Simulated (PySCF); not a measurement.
C₆ coefficients of unlike pairs at B3LYP

Calculated with PySCF 2.14 from the dipole response of each species, C₆(A,B) = (3/π) ∫ α_A(iu) α_B(iu) du, in atomic units, from isotropic polarisabilities. For ions this is the dispersion term alone; charge-induced terms of lower order in 1/R come first.

```json
{"species": "Be⁺", "configuration": "[He] 2s1 (2S)", "basis": "dyall-acv3z (15s9p4d2f)", "relativity": "none", "α (bohr³)": "21.57", "C₆ (like pair)": "56.99"}
{"species": "C³⁺", "configuration": "[He] 2s1 (2S)", "basis": "aug-cc-pVDZ-DK (4s3p2d)", "relativity": "spin-free X2C", "α (bohr³)": "3.216", "C₆ (like pair)": "2.567"}
{"species": "Ga³⁺", "configuration": "[Ar] 3d10 (1S)", "basis": "aug-cc-pVTZ-DK (7s6p4d2f)", "relativity": "spin-free X2C", "α (bohr³)": "1.031", "C₆ (like pair)": "1.162"}
{"species": "Ga⁺", "configuration": "[Ar] 3d10 4s2 (1S)", "basis": "def2-QZVPPD (12s7p5d4f1g)", "relativity": "none", "α (bohr³)": "18.50", "C₆ (like pair)": "94.31"}
```

**Question.** Estimate C₆ for Ga³⁺ with Be⁺.

**Answer.** The integral gives 5.116. The combination rule 2 C_A C_B / (C_A α_B/α_A + C_B α_A/α_B) gives 4.898 and the geometric mean 8.139.

No spin-orbit coupling is included.

The other pairs:

```
     pair     C₆
Ga³⁺, C³⁺  1.366
Ga⁺, Ga³⁺  8.857
 Ga⁺, C³⁺  15.48
 Ga⁺, Be⁺  67.77
 C³⁺, Be⁺  11.45
```
